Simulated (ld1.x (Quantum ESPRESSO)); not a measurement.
**Pseudopotential generation for Si: TM, PBEsol, scalar-relativistic.**

Input for ld1.x (Quantum ESPRESSO) 7.5:

```
&input
   title='Si', zed=14., rel=1, dft='PBESOL', iswitch=3,
   config='[Ne] 3s1.5 3p2.5 3d-2',
   nld=3, rlderiv=1.05, eminld=-12.0, emaxld=5.0, deld=0.04
 /
 &inputp
   pseudotype=2, tm=.true., lloc=-1, rcloc=0.50,
   nlcc=.true.,
   file_pseudopw='Si.UPF', file_wfcaegen='ae.wfc', file_wfcncgen='nc.wfc', file_beta='beta', file_chi='chi'
 /
3
2S  1  0   2.00   0.00  0.60  0.60  0.0
2P  2  1   6.00   0.00  0.90  0.90  0.0
3D  3  2  -2.00   0.45  0.95  0.95  0.0
 &test
   configts(1)='2s2 2p6 3s1.5 3p2.5'
 /
```

Command:

```bash
ld1.x < Si.in > Si.out
```

The program printed (shortened: banner, matrices, multipoles, cross overlaps and the repeated all-electron block are left out):

```
Program LD1 v.7.5
     --------------------------- All-electron run ----------------------------

     Si
     scalar relativistic calculation

     atomic number is 14.00
     dft =PBESOL   lsd =0 sic =0 latt =0  beta=0.20 tr2=1.0E-14
     Exchange-correlation= PBESOL
                           (   1   4  10   8   0   0   0)
     mesh =1141 r(mesh) = 100.57892 a.u. xmin = -7.00 dx = 0.01250
     1 Ry =  13.60569312 eV, c = 137.03599908

     n l     nl                  e(Ry)          e(Ha)          e(eV)
     1 0     1S 1( 2.00)      -131.0628       -65.5314     -1783.1999
     2 0     2S 1( 2.00)       -10.2877        -5.1439      -139.9717
     2 1     2P 1( 6.00)        -7.0752        -3.5376       -96.2624
     3 0     3S 1( 1.50)        -0.8198        -0.4099       -11.1542
     3 1     3P 1( 2.50)        -0.3204        -0.1602        -4.3599

     final scf error:  5.4E-15 reached in  20 iterations

     Etot =    -578.349652 Ry,    -289.174826 Ha,   -7868.847876 eV

     Ekin =     579.646940 Ry,     289.823470 Ha,    7886.498387 eV
     Encl =   -1381.238764 Ry,    -690.619382 Ha,  -18792.710747 eV
     Eh   =     263.377109 Ry,     131.688555 Ha,    3583.428126 eV
     Exc  =     -40.134937 Ry,     -20.067469 Ha,    -546.063642 eV

     normalization and overlap integrals

     s(1S/1S) =  1.000000  <r> =   0.1114  <r2> =    0.0167  r(max) =   0.0723
     s(2S/2S) =  1.000000  <r> =   0.5687  <r2> =    0.3866  r(max) =   0.4543
     s(2P/2P) =  1.000000  <r> =   0.5378  <r2> =    0.3651  r(max) =   0.3861
     s(3S/3S) =  1.000000  <r> =   2.1510  <r2> =    5.3882  r(max) =   1.7744
     s(3P/3P) =  1.000000  <r> =   2.7460  <r2> =    9.0488  r(max) =   2.1403

     ------------------------ End of All-electron run ------------------------

     --------------------- Generating NC pseudopotential ---------------------

      Generating local potential from pseudized AE potential:
      Matching radius rcloc =   0.5000

      Local pseudo, rcloc= 0.502 Estimated cut-off energy=    93.83 Ry

      Computing core charge for nlcc:

       r > 0.16 : true rho core
       r < 0.16 : rho core = a sin(br)/r    a=  70.93  b=  15.70

      Integrated core pseudo-charge :   5.14

      Wfc   2S  rcut= 0.598  Using Troullier-Martins method

      Wfc   2P  rcut= 0.892  Using Troullier-Martins method

      Wfc   3D  rcut= 0.962  Using Troullier-Martins method

     ------------------- End of pseudopotential generation -------------------

     Computing logarithmic derivative in   1.05624
     Computing logarithmic derivative in   1.05624
     Computing the partial wave expansion
     R is outside the sphere for l=    0 j= 0.00
     R is outside the sphere for l=    1 j= 0.00
     R is outside the sphere for l=    2 j= 0.00

     ---------------------- Testing the pseudopotential ----------------------

     Si
     scalar relativistic calculation

     atomic number is 14.00   valence charge is 12.00
     dft =PBESOL   lsd =0 sic =0 latt =0  beta=0.20 tr2=1.0E-14
     mesh =1141 r(mesh) = 100.57892 xmin = -7.00 dx = 0.01250

     n l     nl             e AE (Ry)        e PS (Ry)    De AE-PS (Ry)
     1 0     2S   1( 2.00)      -10.28773      -10.28806        0.00033
     2 1     2P   1( 6.00)       -7.07516       -7.07519        0.00003
     2 0     3S   1( 1.50)       -0.81982       -0.82395        0.00413
     3 1     3P   1( 2.50)       -0.32044       -0.31389       -0.00655  !

     eps = 9.0E-15  iter = 12

     Etot =    -578.349652 Ry,    -289.174826 Ha,   -7868.847876 eV
     Etotps =  -208.483705 Ry,    -104.241853 Ha,   -2836.565314 eV

     Ekin =     139.873542 Ry,      69.936771 Ha,    1903.076495 eV
     Encl =    -445.240777 Ry,    -222.620389 Ha,   -6057.809380 eV
     Ehrt =     141.683988 Ry,      70.841994 Ha,    1927.708857 eV
     Ecxc =     -31.625589 Ry,     -15.812794 Ha,    -430.288055 eV
     (Ecc =      -7.793550 Ry,      -3.896775 Ha,    -106.036651 eV)
     Epseu=     -13.174869 Ry,      -6.587435 Ha,    -179.253231 eV

     ---------------------- End of pseudopotential test ----------------------
```

ld1.x takes every shell without a wave as core, so the model core holds the 3p, 3s electrons as well and exchange and correlation see them twice. This cancels in the reference configuration, but the file is broken for other ones, and its errors say nothing about a proper core correction.

Generation and configuration tests took about 1.8 s on one core of a shared server CPU.
